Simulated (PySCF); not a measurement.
# Bond lengths and vibrations by method: Cl2H2NSi

These are calculations, not measurements. They come from PySCF 2.14.0, an open-source quantum chemistry program, on an isolated molecule that a program drew, which may never have been made. The molecule is Cl2H2NSi (charge 0, doublet), drawn as the SMILES string `N[Si](Cl)Cl`.

The geometry was optimised and harmonic frequencies were computed with HF and MP2, all in the cc-pV(D+d)Z basis, for the commonest isotopes, with a restricted reference for singlets and an unrestricted one otherwise, and a frozen core in MP2. Each result is a local minimum of its method.

Geometry at the HF minimum:
```xyz
6
Cl2H2NSi, angstrom
N    -0.7673    0.3662    0.3173
Si   -2.3886    0.2990    0.8163
Cl   -2.4174    0.5142    2.8755
Cl   -3.3918    1.8564   -0.1085
H    -0.5316    0.5116   -0.6464
H    -0.0564   -0.1417    0.8093
```

Lengths of the bonds as drawn, in Å (atoms numbered as above):
```
   bond     HF    MP2
 N1-Si2  1.698  1.722
Si2-Cl3  2.071  2.069
Si2-Cl4  2.071  2.069
  N1-H5  1.003  1.020
  N1-H6  1.003  1.020
```

Rotational constants, in GHz:
```
constant,HF,MP2
A,4.926,4.914
B,2.361,2.352
C,1.691,1.687
```

Harmonic frequencies in cm^-1, each column in rising order, so a row needn't be the same motion in every method:
```
rank    HF   MP2
   1   135   151
   2   171   162
   3   300   286
   4   302   296
   5   336   430
   6   513   510
   7   571   575
   8   869   839
   9   911   860
  10  1675     ?
  11  3775  3574
  12  3878  3686
```

**Estimate the missing MP2 frequency from the HF column.**

A single factor s that minimises the squared misfit of MP2 against s times HF over the other rows is sum(HF x MP2) / sum(HF^2) = 0.9513, with an rms misfit of 37 cm^-1. For rank 10 it gives 0.9513 x 1675 = 1593 cm^-1. The calculation gives 1557 cm^-1, 36 cm^-1 below the estimate. The drawn bonds are on average 0.9 % longer in MP2 than in HF.
